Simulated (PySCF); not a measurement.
C2H8N (SMILES CC[NH3+]), charge +1, singlet, at a GFN2-xTB geometry. Base run: TPSS/6-31G** (PySCF).

Input for PySCF:
```python
from pyscf import gto, scf, dft

mol = gto.M(
    atom='''
C     1.242363   -0.397501   -0.003229
C     0.104878    0.602170    0.010315
N    -1.207868   -0.122818   -0.005342
H     2.189650    0.133330    0.008197
H     1.215410   -1.041569    0.872132
H     1.220246   -1.012061   -0.899685
H     0.148359    1.250307   -0.865745
H     0.143518    1.220773    0.907695
H    -1.274177   -0.738352    0.816913
H    -1.269633   -0.710625   -0.847987
H    -2.001747    0.529910    0.003362
''',
    basis='6-31g**',
    charge=1,
    spin=0,
    verbose=4,
)

mf = dft.RKS(mol)
mf.xc = 'tpss'
mf.kernel()
```

Variants of this job, named by their change:

| change | ΔE vs base (mEh) | fitting functions |
|---|---|---|
| base | 0.000 | - |
| auxbasis = cc-pvtz-jkfit | -0.061 | 477 |
| auxbasis = cc-pvqz-jkfit | -0.022 | 726 |
| auxbasis = def2-universal-jfit | -0.271 | 235 |
| auxbasis = def2-svp-ri | -6.234 | 256 |
| auxbasis = default (with mf = mf.density_fit()) | -0.155 | 394 |
| auxbasis = def2-tzvp-ri | -0.231 | 348 |
| auxbasis = even-tempered beta=3.0 | -0.486 | 402 |
| auxbasis = autoaux | -0.064 | 539 |
| auxbasis = cc-pvdz-jkfit | -0.155 | 394 |

A fitting set is made for a task (jfit for Coulomb, jkfit for Coulomb and exchange, ri for correlation) and for a family of orbital bases.
